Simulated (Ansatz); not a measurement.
One change: `CCCc1ccccc1` becomes `[CH3][Ga]([Cl])[c]1ccccc1`.

Ansatz, PBE0-D4/def2-TZVP geometries, multiplicity 1. Each molecule was computed in one conformer, which needn't be the lowest.

Scalar relativity is left out up to krypton.

| property | `CCCc1ccccc1` |
| --- | --- |
| LUMO energy (B3LYP/def2-TZVPP) / eV | -0.35 |
| HOMO–LUMO gap (ωB97M-V/def2-TZVPP) / eV | 10.84 |
| HOMO–LUMO gap (PBE/def2-TZVPP) / eV | 4.91 |
| HOMO energy (PBE/def2-TZVPP) / eV | -5.98 |
| HOMO–LUMO gap (B3LYP/def2-TZVPP) / eV | 6.38 |
| size of the dipole moment (PBE/def2-TZVPP) / D | 0.40 |

**Question.** What does the change do to each property? (Estimate.)

**Answer.** Ansatz gave: 
```tsv
property	`[CH3][Ga]([Cl])[c]1ccccc1`	shift
LUMO energy (B3LYP/def2-TZVPP) / eV	-1.66	-1.31
HOMO–LUMO gap (ωB97M-V/def2-TZVPP) / eV	9.93	-0.91
HOMO–LUMO gap (PBE/def2-TZVPP) / eV	4.31	-0.60
HOMO energy (PBE/def2-TZVPP) / eV	-6.54	-0.56
HOMO–LUMO gap (B3LYP/def2-TZVPP) / eV	5.63	-0.75
size of the dipole moment (PBE/def2-TZVPP) / D	2.80	2.40
```

With PBE0 the HOMO falls by 0.56 eV and the LUMO falls by 1.29 eV, so the gap narrows by about 0.73 eV. PBE moves the HOMO by -0.56 eV and ωB97M-V by -0.57 eV. Dipoles are sizes alone; their direction can turn.

Positive LUMOs are unbound, so they and the gaps depend on the basis.

B3LYP here is the variant with VWN-RPA as its local correlation; programs differ in this.
